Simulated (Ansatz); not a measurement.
`O=COC(F)(F)F`. Total charge 0; spin multiplicity 1.

| atom | x (Å) | y (Å) | z (Å) |
| --- | --- | --- | --- |
| O1 | -0.1099 | -0.0029 | 1.8619 |
| C2 | -0.4041 | 0.7928 | 1.0381 |
| O3 | -0.2595 | 0.6441 | -0.3146 |
| C4 | 0.2743 | -0.5240 | -0.8075 |
| F5 | 0.2984 | -0.4000 | -2.1224 |
| F6 | 1.5084 | -0.7204 | -0.3747 |
| F7 | -0.4658 | -1.5735 | -0.4914 |
| H8 | -0.8418 | 1.7839 | 1.2105 |

Question: Give the diagnostics of a CCSD(T)/def2-TZVPP run (frozen core, Ansatz 0.2.0). (An estimate is asked.)

Answer: The calculation gave: T1 = 0.0138, largest single amplitude 0.039, largest double 0.066, (T) share of the correlation energy 3.5 %, 9 CCSD cycles. The RHF solution is stable towards an unrestricted one. T1 lies under the customary mark of 0.02 for closed shells.
